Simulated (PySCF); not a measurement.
Job file and geometry (Å, from GFN2-xTB) of an NMR shielding run on `CC([P@+]([BH3-])(C)CC=C)=C`, C$_{7}$H$_{16}$BP, GIAO PBE0/pcSseg-1 NMR shielding, non-relativistic, gas phase (PySCF); density fitting, a coarse starting grid and PySCF grid level 2 are the driver's defaults:

```
$ OMP_NUM_THREADS=1 python probes_run.py task.json out

{"job": {"kind": "nmr", "xc": "PBE0", "basis": "pcSseg-1"}, "charge": 0, "multiplicity": 1}
B     -1.689537     1.297282     1.791184
P     -0.471046     0.733902     0.414142
C     -0.234891     1.961629    -0.927282
C      1.264921     0.463321     1.024299
C      2.208225     0.019448    -0.037102
C      2.654874    -1.217214    -0.166475
C     -0.852331    -0.838334    -0.429881
C     -1.043649    -0.945018    -1.737031
C     -1.046090    -1.976691     0.521699
H     -2.759430     1.333832     1.265243
H     -1.613985     0.485147     2.660537
H     -1.281834     2.372731     2.112608
H      0.466274     1.621529    -1.686037
H     -1.203144     2.170147    -1.379211
H      0.133332     2.879356    -0.469483
H      1.204433    -0.268536     1.833163
H      1.570337     1.422278     1.453563
H      2.525454     0.781412    -0.736863
H      2.373537    -1.998519     0.520481
H      3.327506    -1.500899    -0.957244
H     -1.324829    -1.885103    -2.186015
H     -0.933753    -0.117452    -2.415710
H     -1.372946    -2.875263     0.002624
H     -0.119180    -2.195534     1.051134
H     -1.793182    -1.699307     1.265487
```

Problem. What does the program print?

Solution. 
```
coarse grid: 20232 points
cycle   1  E = -641.8224130339  dE =  8.659e-01  |g| = 5.670e-01  |ddm| = 4.357e+00
cycle   2  E = -641.8327067350  dE = -1.029e-02  |g| = 5.501e-01  |ddm| = 1.230e+00
cycle   3  E = -641.9166439251  dE = -8.394e-02  |g| = 6.837e-02  |ddm| = 6.087e-01
cycle   4  E = -641.9175150308  dE = -8.711e-04  |g| = 4.063e-02  |ddm| = 1.103e-01
cycle   5  E = -641.9179386752  dE = -4.236e-04  |g| = 9.009e-03  |ddm| = 3.930e-02
cycle   6  E = -641.9179590746  dE = -2.040e-05  |g| = 1.845e-03  |ddm| = 1.108e-02
cycle   7  E = -641.9179598856  dE = -8.110e-07  |g| = 6.441e-04  |ddm| = 2.179e-03
final grid: 187544 points
cycle   8  E = -641.9745153429  dE = -7.547e-05  |g| = 1.064e-02  |ddm| = 5.252e-02
cycle   9  E = -641.9745127921  dE =  2.551e-06  |g| = 1.133e-02  |ddm| = 1.855e-02
cycle  10  E = -641.9745451530  dE = -3.236e-05  |g| = 1.125e-03  |ddm| = 9.547e-03
cycle  11  E = -641.9745454602  dE = -3.072e-07  |g| = 3.855e-04  |ddm| = 1.373e-03
cycle  12  E = -641.9745454939  dE = -3.369e-08  |g| = 1.342e-04  |ddm| = 4.162e-04
cycle  13  E = -641.9745454990  dE = -5.122e-09  |g| = 2.443e-05  |ddm| = 1.751e-04
cycle  14  E = -641.9745454992  dE = -1.471e-10  |g| = 1.137e-05  |ddm| = 3.437e-05
converged SCF energy = -641.9745454992

GIAO shielding tensors (ppm)
atom      isotropic    diamagn.    paramagn.     s11        s22        s33       span
  0 B      147.970     190.466     -42.496    142.766    143.027    158.116     15.350
  1 P      309.784     970.440    -660.657    263.373    315.497    350.481     87.107
  2 C      177.376     257.734     -80.358    169.093    176.071    186.965     17.872
  3 C      151.023     256.195    -105.171    134.779    147.871    170.420     35.641
  4 C       48.694     259.038    -210.344    -73.488     54.524    165.047    238.535
  5 C       61.432     254.988    -193.556    -52.953     78.339    158.909    211.862
  6 C       37.216     270.529    -233.313    -73.386     23.568    161.466    234.853
  7 C       57.130     254.607    -197.477    -52.622     69.404    154.607    207.229
  8 C      163.095     248.630     -85.536    150.755    153.194    185.335     34.580
  9 H       30.967      30.153       0.814     27.691     28.944     36.266      8.574
 10 H       30.818      30.715       0.104     27.232     29.942     35.281      8.049
 11 H       31.015      30.436       0.579     27.497     29.554     35.994      8.497
 12 H       30.257      35.132      -4.875     25.656     28.675     36.442     10.786
 13 H       30.381      32.491      -2.110     26.304     27.342     37.496     11.192
 14 H       30.574      32.228      -1.654     26.188     27.908     37.628     11.440
 15 H       29.137      34.754      -5.617     26.043     27.811     33.557      7.513
 16 H       29.304      33.181      -3.877     25.353     28.025     34.534      9.181
 17 H       25.827      33.288      -7.461     22.812     25.060     29.608      6.796
 18 H       26.376      32.642      -6.266     21.933     25.845     31.350      9.418
 19 H       26.300      29.740      -3.440     22.971     25.517     30.413      7.441
 20 H       25.775      32.098      -6.323     22.658     24.716     29.951      7.293
 21 H       26.393      34.668      -8.275     23.180     24.143     31.855      8.675
 22 H       29.813      30.835      -1.022     25.674     27.673     36.091     10.417
 23 H       30.008      32.944      -2.936     25.234     30.345     34.444      9.211
 24 H       29.189      30.471      -1.282     23.600     29.726     34.241     10.641
```

Size and cost of the density-fitted run: 240 basis functions, 77 s wall time on 1 thread of an Intel Xeon Platinum 8488C, shared host; peak memory 1.1 GiB.
